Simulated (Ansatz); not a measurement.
```xyz
26

Si    1.384   -2.262   -0.494
Si   -0.939   -2.044   -0.657
Si   -1.451   -0.400   -2.238
Si   -0.517    1.643   -1.588
Si    1.804    1.414   -1.422
Si    2.326   -0.225    0.162
Si    1.451    0.401    2.238
Si   -0.872    0.626    2.082
Si   -1.802   -1.415    1.423
Si   -1.385    2.262    0.492
H     1.944   -2.674   -1.812
H     1.721   -3.317    0.504
H    -1.537   -3.347   -1.075
H    -2.931   -0.261   -2.358
H    -0.914   -0.798   -3.570
H    -0.846    2.690   -2.601
H     2.410    2.715   -1.018
H     2.369    1.031   -2.747
H     3.809   -0.368    0.266
H     1.789   -0.630    3.259
H     2.053    1.695    2.668
H    -1.427    1.025    3.410
H    -3.285   -1.288    1.335
H    -1.486   -2.462    2.436
H    -0.804    3.569    0.911
H    -2.864    2.421    0.393
```

Total charge 0; spin multiplicity 1.

(1) List the PBE0/def2-TZVPP orbital energies in eV (Ansatz 0.2.0). (Best estimate.)

Answers

(1) The calculation gave: Occupied: -1802.66, -1802.66, -1802.66, -1802.66, -1802.66, -1802.66, -1802.60, -1802.60, -1802.60, -1802.60, -145.02, -145.02, -145.02, -145.02, -145.02, -145.02, -144.98, -144.98, -144.98, -144.98, -99.68, -99.68, -99.67, -99.67, -99.67, -99.67, -99.67, -99.67, -99.67, -99.67, -99.67, -99.67, -99.66, -99.66, -99.66, -99.66, -99.66, -99.66, -99.62, -99.62, -99.62, -99.62, -99.62, -99.62, -99.62, -99.62, -99.62, -99.62, -99.62, -99.62, -17.23, -16.01, -16.01, -16.01, -14.75, -14.75, -13.26, -13.26, -13.26, -12.18, -10.82, -10.39, -10.39, -10.39, -9.90, -9.90, -9.90, -9.53, -9.53, -9.53, -8.26, -8.26, -7.85, -7.85, -7.85, -7.82, -7.82, -7.82. Lowest empty: -1.22, -0.91, -0.91, -0.91, -0.51, -0.51, -0.07, -0.07.
